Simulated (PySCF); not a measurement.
C₄H₇NSi, SMILES C/C(C#N)=C/[SiH3]. Atoms are numbered in the order given.

```xyz
13

C      2.1317    -0.8933     0.7717
C      0.8232    -0.3120     0.3222
C      0.4268     0.9134     0.9647
N      0.1108     1.9009     1.4852
C      0.0171    -0.8481    -0.6177
Si    -1.6256    -0.1246    -1.1864
H      2.1125    -1.1098     1.8514
H      2.9545    -0.1814     0.6004
H      2.3482    -1.8223     0.2279
H      0.3654    -1.7823    -1.0759
H     -2.1802    -1.0185    -2.2450
H     -2.5850    -0.0520    -0.0451
H     -1.4251     1.2445    -1.7461
```
Charge 0, spin multiplicity 1.

Coordinates come from a PBE0-D3(BJ)/def2-SVP optimisation. A frequency run showed that this geometry is not a minimum. The structure was generated by enumeration; whether it is a known compound was not checked.

These are TDA-PBE/def2-SVPD run with PySCF values and carry that method's errors.

Vertical excitations. Isolated molecule, no solvent.

Problem. List the lowest excited states. (The exact figures need the calculation; the answer reports its results.)

Solution. 
```tsv
state	energy (eV)	λ (nm)	f	main pairs
S1	5.60	222	0.255	HOMO→LUMO 66 %, HOMO−4→LUMO 20 %
S2	5.61	221	0.009	HOMO−1→LUMO 77 %, HOMO−2→LUMO 19 %
S3	5.78	214	0.001	HOMO−3→LUMO 62 %, HOMO−2→LUMO 32 %
S4	5.84	212	0.000	HOMO−2→LUMO 47 %, HOMO−3→LUMO 37 %, HOMO−1→LUMO 15 %
S5	6.19	200	0.007	HOMO−5→LUMO 97 %
S6	6.28	197	0.104	HOMO−4→LUMO 71 %, HOMO→LUMO 13 %
S7	6.34	196	0.001	HOMO→LUMO+1 98 %
S8	6.64	187	0.001	HOMO→LUMO+2 100 %
S9	6.91	179	0.076	HOMO−6→LUMO 80 %
S10	7.17	173	0.002	HOMO→LUMO+3 99 %
T1	3.46	358	0	HOMO→LUMO 98 %
T2	5.25	236	0	HOMO−1→LUMO 91 %
T3	5.42	229	0	HOMO−2→LUMO 78 %, HOMO−3→LUMO 12 %
T4	5.53	224	0	HOMO−4→LUMO 90 %
```
Triplets are in the Tamm–Dancoff approximation.
